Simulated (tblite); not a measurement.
C₃H₁₃NOSi₃.
Numbering: `[NH2:1][Si@H:2]([SiH3:3])[C:4](=[O:5])[CH2:6][CH2:7][SiH3:8]` (hydrogens: H9, H10 on N1; H11 on Si2; H12, H13, H14 on Si3; H15, H16 on C6; H17, H18 on C7; H19, H20, H21 on Si8)

Computed geometry: GFN2-xTB, gas phase.

Q: What internal coordinates does the optimisation give?

A: 
| bond | length (bohr) | order |
| --- | --- | --- |
| N1–Si2 | 3.255 | single |
| Si2–Si3 | 4.368 | single |
| Si2–C4 | 3.641 | single |
| C4=O5 | 2.300 | double |
| C4–C6 | 2.836 | single |
| C6–C7 | 2.873 | single |
| C7–Si8 | 3.617 | single |
| N1–H9, N1–H10 | 1.906 | single |
| Si2–H11 | 2.778 | single |
| Si3–H12, Si3–H13, Si3–H14 | 2.770 | single |
| C6–H15 | 2.068 | single |
| C6–H16 | 2.070 | single |
| C7–H17 | 2.058 | single |
| C7–H18 | 2.062 | single |
| Si8–H19, Si8–H20 | 2.759 | single |
| Si8–H21 | 2.801 | single |

Bonds in one row agree within 0.02 bohr and their mean is given. Orders are formal, as drawn. A selection of angles:
| angle | degrees |
| --- | --- |
| Si2–N1–H9 | 118.9 |
| H9–N1–H10 | 108.9 |
| N1–Si2–Si3 | 110.0 |
| N1–Si2–C4 | 112.5 |
| N1–Si2–H11 | 104.3 |
| Si3–Si2–C4 | 107.2 |
| Si3–Si2–H11 | 117.7 |
| C4–Si2–H11 | 105.1 |
| Si2–Si3–H12 | 112.0 |
| Si2–Si3–H13 | 113.1 |
| H12–Si3–H13 | 106.6 |
| Si2–C4–O5 | 119.3 |
| Si2–C4–C6 | 120.6 |
| O5–C4–C6 | 120.0 |
| C4–C6–C7 | 111.2 |
| C4–C6–H15 | 109.7 |
| C4–C6–H16 | 105.3 |
| C7–C6–H15 | 113.1 |
| C7–C6–H16 | 110.0 |
| H15–C6–H16 | 107.2 |
| C6–C7–Si8 | 112.9 |
| C6–C7–H17 | 109.2 |
| C6–C7–H18 | 108.8 |
| Si8–C7–H17 | 110.0 |
| Si8–C7–H18 | 109.0 |
| H17–C7–H18 | 106.7 |
| C7–Si8–H19 | 111.7 |
| C7–Si8–H20 | 113.8 |
| C7–Si8–H21 | 103.0 |
| H19–Si8–H20 | 116.6 |
| H19–Si8–H21 | 104.9 |
| H10–N1–Si2 | 119.0 |

Dihedral angles: N1–Si2–C4–O5 23° (synperiplanar); Si2–C4–C6–C7 -154° (antiperiplanar); C4–C6–C7–Si8 -42° (synclinal).

Si8 and O5 aren't drawn bonded (4 bonds apart) but lie 2.47 Å from each other; Cordero's covalent radii sum to 1.77 Å. Si3 (SiH3 silicon) is distorted tetrahedral (angles from 106.6° to 113.1°). Of the pairs four or more bonds apart, those above aside, O5···H20 is among the closest relative to their van der Waals radii: 2.52 Å, 92 % of the sum of Bondi's values. N1 (silicon-bound nitrogen) is pyramidal (angles 119.0°, 118.9° and 108.9°, sum 346.8°, 0.25 Å off the plane of its three neighbours). Si2 (SiH silicon) is distorted tetrahedral (angles from 104.3° to 117.7°). Si8 (SiH3 silicon) is distorted tetrahedral (angles from 103.0° to 116.6°).

Point group: C1 (no symmetry element, even within 0.4 Å). Its lowest GFN2-xTB frequency is 11i cm⁻¹, too small to tell a flat minimum from a shallow saddle. One conformer, not necessarily the lowest (H–N1–Si2–Si3 179° and 42°, N1–Si2–C4–O5 23°, Si2–C4–C6–C7 -154°, C4–C6–C7–Si8 -42°). 3 starts were optimised and ended at 0.00, 3.12 and 4.55 kcal/mol (GFN2-xTB); the lowest of these is shown.
